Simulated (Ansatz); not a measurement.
CH₆BeO₂Si, SMILES C[O][Be][O][SiH3].

The structure is a stationary point at r2SCAN-D4/def2-SVP. One conformer was computed; it need not be the lowest.

Two levels are set side by side: PBE/def2-SVPD (Ansatz, an electronic-structure program) and PBE0/def2-SVPD (Ansatz). Energy differences of separate SCF runs at the same geometry; the states with an electron removed or added have multiplicity 2 and 2. Differences are taken from unrounded values.

```tsv
quantity	PBE0
vertical ionisation energy (eV)	10.09
vertical singlet–triplet gap (eV)	6.58
```

Question: What does PBE give, and how far is it from PBE0? (An estimate is asked for; the answer gives what the named calculation found.)

Answer: 
```json
[
 {"quantity": "vertical ionisation energy (eV)", "PBE": "9.50", "PBE minus PBE0": "-0.59"},
 {"quantity": "vertical singlet–triplet gap (eV)", "PBE": "5.84", "PBE minus PBE0": "-0.75"}
]
```
